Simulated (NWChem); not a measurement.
Species: CH$_{3}$BrTe; SMILES C[Te]Br

Program: NWChem. All runs use the structure optimised with PBE0/def2-SVP. No frequency run checked for a minimum. def2 effective core potentials on Te; no spin-orbit coupling. Ions are spin-unrestricted doublets at the neutral geometry; other ion states weren't tried.

For level CAM-B3LYP/def2-SVP:

vertical ionisation energy, ΔSCF (eV): 8.33
−ε(HOMO) (eV): 7.29

Q: What are these values for level PBE/def2-SVP?

A: 
| Item | Result |
|---|---|
| vertical ionisation energy, ΔSCF (eV) | 8.02 |
| −ε(HOMO) (eV) | 4.96 |
